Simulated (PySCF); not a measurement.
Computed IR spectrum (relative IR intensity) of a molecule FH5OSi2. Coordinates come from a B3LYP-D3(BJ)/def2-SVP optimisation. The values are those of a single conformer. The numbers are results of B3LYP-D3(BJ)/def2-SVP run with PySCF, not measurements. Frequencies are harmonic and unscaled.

ν (cm⁻¹): 322 (vw), 698 (w), 734 (w), 741 (w), 756 (w), 873 (w), 952 (vs), 957 (w), 959 (m), 986 (m), 1018 (m), 1127 (s), 2223 (m), 2240 (m), 2249 (m), 2263 (m), 2287 (m) (against the strongest line: vs over 80 %, s over 45 %, m over 15 %, w over 4 %, vw less)…

Question: Which structure fits?
A. O[Si@H](F)[SiH3]
B. F[SiH2]O[SiH3]
C. O[SiH2][SiH2]F

Answer: B, F[SiH2]O[SiH3]
